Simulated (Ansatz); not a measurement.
`Sc1cnc(-c2cnc(-c3cnc(S)nc3)nc2)nc1`: single points at one geometry.

```yaml
crystal:
  periodic: [false, false, false]
  atoms:
    - {symbol: S, position_ang: [7.038897, 0.384818, 0.723345]}
    - {symbol: C, position_ang: [5.294122, 0.312892, 0.491905]}
    - {symbol: C, position_ang: [4.642399, 0.414963, -0.758983]}
    - {symbol: N, position_ang: [3.319360, 0.350461, -0.883942]}
    - {symbol: C, position_ang: [2.593049, 0.180209, 0.242359]}
    - {symbol: C, position_ang: [1.127954, 0.098439, 0.105669]}
    - {symbol: C, position_ang: [0.478751, 0.210433, -1.143704]}
    - {symbol: N, position_ang: [-0.845387, 0.127424, -1.275753]}
    - {symbol: C, position_ang: [-1.563244, -0.072974, -0.146752]}
    - {symbol: C, position_ang: [-3.025811, -0.177275, -0.284767]}
    - {symbol: C, position_ang: [-3.871397, -0.397116, 0.825157]}
    - {symbol: N, position_ang: [-5.198461, -0.497469, 0.713155]}
    - {symbol: C, position_ang: [-5.694019, -0.376013, -0.534839]}
    - {symbol: S, position_ang: [-7.442610, -0.500722, -0.751625]}
    - {symbol: N, position_ang: [-5.000402, -0.165349, -1.669252]}
    - {symbol: C, position_ang: [-3.675597, -0.068318, -1.534597]}
    - {symbol: N, position_ang: [-1.047813, -0.187460, 1.098810]}
    - {symbol: C, position_ang: [0.277481, -0.101400, 1.215562]}
    - {symbol: N, position_ang: [3.113478, 0.076030, 1.484706]}
    - {symbol: C, position_ang: [4.437649, 0.141986, 1.605732]}
    - {symbol: H, position_ang: [7.346184, 0.542914, -0.595080]}
    - {symbol: H, position_ang: [5.229264, 0.553515, -1.686960]}
    - {symbol: H, position_ang: [1.079622, 0.372718, -2.055231]}
    - {symbol: H, position_ang: [-3.430373, -0.492194, 1.832195]}
    - {symbol: H, position_ang: [-7.675335, -0.698071, 0.576430]}
    - {symbol: H, position_ang: [-3.076182, 0.104151, -2.444848]}
    - {symbol: H, position_ang: [0.714770, -0.193092, 2.224778]}
    - {symbol: H, position_ang: [4.853659, 0.056481, 2.626529]}
basis:
  gaussian: {orbitals: def2-TZVP, fitting: {mean_field: def2-universal-jkfit}, initial_orbitals: start.molden}
hamiltonian: {xc: hf}
scf: {omitted_lower_state_checks: [starts]}
output: {forces: true, orbitals: {seedname: orbitals}}
```

The file start.molden holds the orbitals of an earlier run on this structure, at another level or in another basis.

```sh
$ ansatz run in.yaml --threads 2 --pin off --events-out ev --progress --plain --max-ram 32768MiB --backend cuda --devices 0, --max-vram 18GiB
```

It prints (some lines left out):

```
Functional definition: HF
1762 factors; integrals over basis functions are off by at most 5.6e-1 eV
mean field evaluation 1: about -43021.5330 eV, gradient 5.6e1 eV
mean field evaluation 2: about -43024.5198 eV, gradient 3.0e0 eV
mean field evaluation 4: about -43024.6060 eV, gradient 1.3e-4 eV
mean field -43024.60595923 eV, -1581.1251058763 hartree, gradient 2.7e-5 eV, S^2 0.000000; 0 other end points of the search recorded, 0 dependent functions left out
reference -43024.60595923 eV, -1581.1251058763 hartree; 77, 77 occupied and 603, 603 virtual orbitals, 1762 factors
Total energy: -43024.60595923 eV, -1581.1251058763 hartree
Atom 0 at     7.038897     0.384818     0.723345 Å, force     0.204626     0.134152    -1.108611 eV/Å
Atom 1 at     5.294122     0.312892     0.491905 Å, force    -1.621403    -0.080296    -0.041273 eV/Å
Atom 2 at     4.642399     0.414963    -0.758983 Å, force    -0.044265    -0.073920     0.633244 eV/Å
Atom 3 at     3.319360     0.350461    -0.883942 Å, force     0.350695    -0.152377     1.509388 eV/Å
Atom 4 at     2.593049     0.180209     0.242359 Å, force     1.605569     0.086346     0.131440 eV/Å
Atom 5 at     1.127954     0.098439     0.105669 Å, force    -1.185463    -0.063467    -0.105980 eV/Å
Atom 6 at     0.478751     0.210433    -1.143704 Å, force    -0.178528    -0.060538     0.338778 eV/Å
Atom 7 at    -0.845387     0.127424    -1.275753 Å, force     0.502554    -0.158507     1.505611 eV/Å
Atom 8 at    -1.563244    -0.072974    -0.146752 Å, force     1.494650     0.103064     0.135322 eV/Å
Atom 9 at    -3.025811    -0.177275    -0.284767 Å, force    -1.163107    -0.087574    -0.093901 eV/Å
Atom 10 at    -3.871397    -0.397116     0.825157 Å, force    -0.096068     0.035593    -0.319770 eV/Å
Atom 11 at    -5.198461    -0.497469     0.713155 Å, force     0.791520     0.256275    -1.434167 eV/Å
Atom 12 at    -5.694019    -0.376013    -0.534839 Å, force     1.099114     0.097310     0.006088 eV/Å
Atom 13 at    -7.442610    -0.500722    -0.751625 Å, force     0.379930    -0.125471     1.194201 eV/Å
Atom 14 at    -5.000402    -0.165349    -1.669252 Å, force     0.623682    -0.149785     1.534210 eV/Å
Atom 15 at    -3.675597    -0.068318    -1.534597 Å, force    -0.161859    -0.045934     0.258379 eV/Å
Atom 16 at    -1.047813    -0.187460     1.098810 Å, force     0.749522     0.227824    -1.383635 eV/Å
Atom 17 at     0.277481    -0.101400     1.215562 Å, force    -0.119034     0.031357    -0.374049 eV/Å
Atom 18 at     3.113478     0.076030     1.484706 Å, force     0.648701     0.191635    -1.387002 eV/Å
Atom 19 at     4.437649     0.141986     1.605732 Å, force    -0.077551     0.065174    -0.680686 eV/Å
Atom 20 at     7.346184     0.542914    -0.595080 Å, force    -0.090721    -0.112960     1.010048 eV/Å
Atom 21 at     5.229264     0.553515    -1.686960 Å, force    -0.667512    -0.139962     0.898040 eV/Å
Atom 22 at     1.079622     0.372718    -2.055231 Å, force    -0.724226    -0.169687     0.876970 eV/Å
Atom 23 at    -3.430373    -0.492194     1.832195 Å, force    -0.572740     0.082595    -0.995227 eV/Å
Atom 24 at    -7.675335    -0.698071     0.576430 Å, force    -0.006636     0.133806    -1.003848 eV/Å
Atom 25 at    -3.076182     0.104151    -2.444848 Å, force    -0.721454    -0.179470     0.875670 eV/Å
Atom 26 at     0.714770    -0.193092     2.224778 Å, force    -0.565906     0.078729    -0.997301 eV/Å
Atom 27 at     4.853659     0.056481     2.626529 Å, force    -0.454091     0.076087    -0.981940 eV/Å
Dipole moment:     1.167139     0.064119     0.122048 e Å
Checks for a lower state left out: starts
```

It took 15 s on 2 threads of AMD EPYC 7R13 on a shared host and a share (18 GiB) of an NVIDIA H100 80GB HBM3, peak host memory 1.2 GiB.

First input, but with `hamiltonian: {xc: pbe0, dispersion: d4}` (abridged; 11 s):

```
Functional definition: PBE0
mean field -43160.23989864 eV, -1586.1095612135 hartree, gradient 1.3e-5 eV, S^2 0.000000
Total energy: -43161.22970079 eV, -1586.1459357717 hartree
Atom 0 force    -0.302012     0.046893    -0.573634 eV/Å
Atom 1 force    -0.674338    -0.032252    -0.025670 eV/Å
Atom 2 force     0.038327    -0.041505     0.385251 eV/Å
Atom 3 force     0.200361    -0.070802     0.715007 eV/Å
Atom 4 force     0.618103     0.031281     0.058288 eV/Å
Atom 5 force    -0.552556    -0.032201    -0.049726 eV/Å
Atom 6 force    -0.000266    -0.042261     0.312418 eV/Å
Atom 7 force     0.251629    -0.077072     0.728077 eV/Å
Atom 8 force     0.572122     0.038554     0.050811 eV/Å
Atom 9 force    -0.548805    -0.043031    -0.049661 eV/Å
Atom 10 force     0.071078     0.047919    -0.303183 eV/Å
Atom 11 force     0.411298     0.122038    -0.663860 eV/Å
Atom 12 force     0.373627     0.029156     0.037500 eV/Å
Atom 13 force     0.468625    -0.035876     0.578529 eV/Å
Atom 14 force     0.323681    -0.068194     0.721366 eV/Å
Atom 15 force     0.015998    -0.035481     0.295526 eV/Å
Atom 16 force     0.369917     0.110524    -0.667285 eV/Å
Atom 17 force     0.052035     0.038726    -0.311779 eV/Å
Atom 18 force     0.320000     0.092016    -0.665242 eV/Å
Atom 19 force     0.065176     0.043942    -0.391540 eV/Å
Atom 20 force    -0.109605    -0.059217     0.504808 eV/Å
Atom 21 force    -0.373036    -0.079350     0.517743 eV/Å
Atom 22 force    -0.391825    -0.094771     0.495901 eV/Å
Atom 23 force    -0.308476     0.047659    -0.558239 eV/Å
Atom 24 force     0.066070     0.073535    -0.503647 eV/Å
Atom 25 force    -0.392626    -0.100208     0.494103 eV/Å
Atom 26 force    -0.302129     0.045637    -0.560546 eV/Å
Atom 27 force    -0.262374     0.044344    -0.571315 eV/Å
Dipole moment:     1.273735     0.069049     0.129849 e Å
Checks for a lower state left out: starts
```

Geometry: PBE-D4/def2-SVP.

Single mean-field runs in def2-TZVP are fitted with def2-universal-jkfit. The restricted singlet is unstable towards broken spin symmetry in Hartree–Fock (as tested in another run); at HF/def2-TZVP this wasn't settled.
